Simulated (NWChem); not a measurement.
System: CH3FSi, singlet; SMILES C[Si]F

Results from NWChem. Medium grid unless said otherwise, to which SCAN and Minnesota functionals are sensitive. Low-valent species are run as closed-shell singlets; no triplet was tried in these runs. The geometry was optimised at PBE0/def2-SVP. Hybrids' shares of exact exchange are those that their runs print; pure functionals count as 0. The functionals differ in more than this share.

| row | share of exact exchange | orbital gap (eV) |
|---|---|---|
| PBE/def2-TZVP | 0.00 | 2.53 |
| LDA (Slater exchange, PW92)/def2-TZVP | 0.00 | 2.46 |
| B3LYP/def2-TZVP | 0.20 | 4.12 |
| PBE0/def2-TZVP | 0.25 | 4.49 |
| MN15/def2-TZVP | 0.44 | withheld |

**Question.** Fit a straight line of the last column on the one before it, predict the withheld value, and compare with the run.

**Answer.** 
1. Means of the 4 shown rows: x = 0.113, y = 3.400. Slope Σ(x − x̄)(y − ȳ)/Σ(x − x̄)² = 0.4165/0.05188 = 8.029; intercept 2.497.
2. The shown rows scatter about the line by 0.027 (root mean square); the largest residual is -0.04, at LDA (Slater exchange, PW92)/def2-TZVP.
3. At x = 0.44 (MN15/def2-TZVP; beyond the shown range) the line gives 6.03.
4. The run gives 5.56, -0.47 from the line, 17.3 times the scatter.
